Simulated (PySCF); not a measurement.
# What a mistake does to a calculation on FH5N2Si

Calculated results; nothing here was measured. The program is PySCF 2.14.0, an open-source quantum chemistry code, run on an isolated molecule that a program drew, which may never have been made. The molecule is FH5N2Si (charge 0, singlet), drawn as the SMILES string `N[SiH](N)F`.

Each row is a Hartree-Fock (HF) and frozen-core CCSD(T) single point in the cc-pV(D+d)Z basis, meant for a local HF minimum. Run 1 is clean. Each other run has one planted mistake out of seven kinds, and not every kind appears here: one electron removed, one electron added, multiplicity raised by two, geometry at a saddle point, minimal basis STO-3G, one bond length entered in bohr, all coordinates scaled. The reference is restricted for singlets and unrestricted otherwise, and also for a bond in bohr. Adding or removing an electron swaps singlet and doublet. Electrons count all cores. HOMO and LUMO are orbital energies over both spins, the gradient is its largest component, and the lowest frequency (negative if imaginary) is given only where the gradient is small. Bond lengths are over the 8 bonds as drawn. T1 is the CCSD diagnostic: over 0.02 (restricted) or 0.045 (unrestricted) a single reference is doubtful.

Geometry of the clean run:
```xyz
9
FH5N2Si, angstrom
N    -0.4804   -1.0393    1.7602
Si    0.2919   -0.1434    0.5396
N    -0.1024   -0.8199   -0.9623
F    -0.2417    1.3669    0.7768
H    -0.6293   -0.6301    2.6627
H    -0.3474   -2.0298    1.8254
H     1.7581   -0.0200    0.5804
H    -1.0575   -1.0142   -1.1977
H     0.4339   -0.5923   -1.7776
```

| run | electrons | basis functions | <S^2> | HOMO (eV) | LUMO (eV) | gradient (hartree/bohr) | lowest frequency (cm^-1) | mean bond (Å) | longest bond (Å) | T1 | HF (hartree) | CCSD(T) (hartree) | mistake |
|---|---|---|---|---|---|---|---|---|---|---|---|---|---|
| 1 | 42 | 90 | 0.000 | -11.16 | 4.92 | 2.8e-05 | 227 | 1.3116 | 1.700 | 0.0105 | -500.32950 | -501.00254 | no fault |
| 2 | 42 | 90 | 2.007 | -2.62 | -0.09 | 7.3e-02 | - | 1.3116 | 1.700 | 0.0177 | -500.08340 | -500.73606 | multiplicity raised by two |
| 3 | 42 | 90 | 0.000 | -10.94 | 4.13 | 6.5e-02 | - | 1.4231 | 1.844 | 0.0129 | -500.26993 | -500.96192 | all coordinates scaled |
| 4 | 42 | 90 | 0.989 | -8.00 | 2.90 | 2.4e-02 | - | 1.5000 | 3.201 | 0.0174 | -500.18098 | -500.81993 | one bond length entered in bohr |
| 5 | 42 | 29 | 0.000 | -8.47 | 13.56 | 2.6e-02 | - | 1.3116 | 1.700 | 0.0086 | -494.07946 | -494.25146 | ? |
| 6 | 41 | 90 | 0.760 | -16.72 | -7.03 | 1.1e-01 | - | 1.3116 | 1.700 | 0.0240 | -500.00154 | -500.63906 | ? |

**Which mistake was planted in run 5, and what did it cost?**

It has 29 basis functions where the clean run has 90, with the same electrons and geometry. So the mistake is: minimal basis STO-3G. Subtracting run 1 and multiplying by 627.51 kcal/mol a hartree, the energy moved by 3922.0 kcal/mol in HF and 4236.4 kcal/mol in CCSD(T).

**Which mistake was planted in run 6, and what did it cost?**

It counts 41 electrons, one fewer than the clean run, at the same geometry and basis. So the mistake is: one electron removed. Subtracting run 1 and multiplying by 627.51 kcal/mol a hartree, the energy moved by 205.8 kcal/mol in HF and 228.1 kcal/mol in CCSD(T).

